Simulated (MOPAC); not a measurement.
Job for MOPAC: PM6 on LiC-, 2S+1 = 5, a spin state set in the input, which need not be the lowest, a point of a bond scan (R = 1.943 Å). Charge -1.

```
PM6 1SCF PRECISE CHARGE=-1 UHF MS=2 THREADS=1
CLi

Li     0.00000000 1     0.00000000 1     0.00000000 1
C      0.00000000 1     0.00000000 1     1.94262200 1
```

Output:

```
*******************************************************************************
 **                                                                           **
 **                              MOPAC v23.2.5                                **
 **                                                                           **
 *******************************************************************************
 ** MOPAC's Digital Object Identifier: https://doi.org/10.5281/zenodo.6511958 **
 **                                                                           **
 ** Please cite the open-source release paper for use of this MOPAC version:  **
 ** J. E. Moussa and J. J. P. Stewart (2026)                                  **
 ** MOPAC: An open-source semiempirical molecular orbital program             **
 ** J. Open Source Softw., 11(119), 8025, https://doi.org/10.21105/joss.08025 **
 *******************************************************************************

                              PM6 CALCULATION RESULTS

 *******************************************************************************
 *  PM6        - The PM6 Hamiltonian to be used
 *  UHF        - UNRESTRICTED HARTREE-FOCK CALCULATION
 *
 *
 *
 *                 CHARGE ON SYSTEM = -1
 *
 *
 *
 *  MS=        - IN MECI, MAGNETIC COMPONENT OF SPIN =  2.0
 *  PRECISE    - TIGHTER CRITERIA TO BE USED
 *  1SCF       - DO 1 SCF AND THEN STOP
 *  THREADS=1  - MULTI-THREADING NOT USED
 *  T=         - A TIME OF 172800.0 SECONDS REQUESTED
 *  DUMP=N     - RESTART FILE WRITTEN EVERY 7200.0 SECONDS REQUESTED
 *******************************************************************************
PM6 1SCF PRECISE CHARGE=-1 UHF MS=2 THREADS=1
 CLi

   ATOM   CHEMICAL          X               Y               Z
  NUMBER   SYMBOL      (ANGSTROMS)     (ANGSTROMS)     (ANGSTROMS)

     1      Li          0.00000000  *   0.00000000  *   0.00000000  *
     2       C          0.00000000  *   0.00000000  *   1.94262200  *



          CARTESIAN COORDINATES

    NO.       ATOM           X           Y           Z

     1        Li          0.0000      0.0000      0.0000
     2         C          0.0000      0.0000      1.9426

 General Reference for PM6:
 "Optimization of Parameters for Semiempirical Methods V: Modification of NDDO Approximations
 and Application to 70 Elements", J. J. P. Stewart, J. Mol. Mod., 13, 1173-1213 (2007)
 URL: https://link.springer.com/article/10.1007/s00894-007-0233-4

           Empirical Formula: C Li  =     2 atoms



      MOLECULAR POINT GROUP   :   C*v


          UHF CALCULATION, NO. OF ALPHA ELECTRONS =    5
                           NO. OF BETA  ELECTRONS =    1

 -------------------------------------------------------------------------------
 PM6 1SCF PRECISE CHARGE=-1 UHF MS=2 THREADS=1
 CLi



     1SCF WAS SPECIFIED, SO BFGS WAS NOT USED
     SCF FIELD WAS ACHIEVED


                              PM6 CALCULATION
                                                       MOPAC v23.2.5 Linux




          FINAL HEAT OF FORMATION =        271.56510 KCAL/MOL =    1136.22837 KJ/MOL


          COSMO AREA              =         78.53 SQUARE ANGSTROMS
          COSMO VOLUME            =         61.59 CUBIC ANGSTROMS

          IONIZATION POTENTIAL    =         -3.914940 EV
          ALPHA SOMO LUMO (EV)    =          3.915 11.728
          BETA  SOMO LUMO (EV)    =         -3.741 11.474
          NO. OF ALPHA ELECTRONS  =          5
          NO. OF BETA  ELECTRONS  =          1
          MOLECULAR WEIGHT        =         18.9510         POINT GROUP:  C*v

          MOLECULAR DIMENSIONS (Angstroms)

            Atom       Atom       Distance
            C     2   Li     1     1.94262
            C     2   Li     1     0.00000
           Li     1    C     2     0.00000


          SCF CALCULATIONS        =          1





   ATOM   CHEMICAL          X               Y               Z
  NUMBER   SYMBOL      (ANGSTROMS)     (ANGSTROMS)     (ANGSTROMS)

     1      Li          0.00000000  *   0.00000000  *   0.00000000  *
     2       C          0.00000000  *   0.00000000  *   1.94262200  *

                             CARTESIAN COORDINATES

   1   Li        0.000000000     0.000000000     0.000000000
   2    C        0.000000000     0.000000000     1.942622000


           Empirical Formula: C Li  =     2 atoms



      MOLECULAR POINT GROUP   :   C*v


          ALPHA EIGENVALUES
  -5.89655  -0.35763  -0.19065  -0.18382   3.91494  11.72811  11.99872  20.64975


           BETA EIGENVALUES
  -3.74101  11.47352  11.84269  11.87012  13.02576  13.43845  15.49319  22.37172


              NET ATOMIC CHARGES AND DIPOLE CONTRIBUTIONS

  ATOM NO.   TYPE          CHARGE      No. of ELECS.   s-Pop       p-Pop
    1         Li          -0.056237        1.0562     0.03374     1.02250
    2          C          -0.943763        4.9438     1.96751     2.97625
 DIPOLE           X         Y         Z       TOTAL
 POINT-CHG.     0.000     0.000    -2.892     2.892
 HYBRID        -0.000    -0.000     0.036     0.036
 SUM           -0.000    -0.000    -2.856     2.856


          ATOMIC ORBITAL ELECTRON POPULATIONS

     Atom    s        px        py        pz
    1 Li   0.03374   1.00000   0.00084   0.02166
    2  C   1.96751   1.00000   0.99916   0.97709


                    (SZ)    =    2.000000
                    (S**2)  =    6.000135


          ATOMIC ORBITAL SPIN POPULATIONS

    Atom   Total    s     px     py     pz
         Atomic
    1 Li  1.0254  0.007  1.000  0.001  0.017
    2  C  2.9746  0.001  1.000  0.999  0.974

 **********************
 *                    *
 * JOB ENDED NORMALLY *
 *                    *
 **********************




 == MOPAC DONE ==
```

The run finished.

Cost: very roughly 0.020 core-seconds.
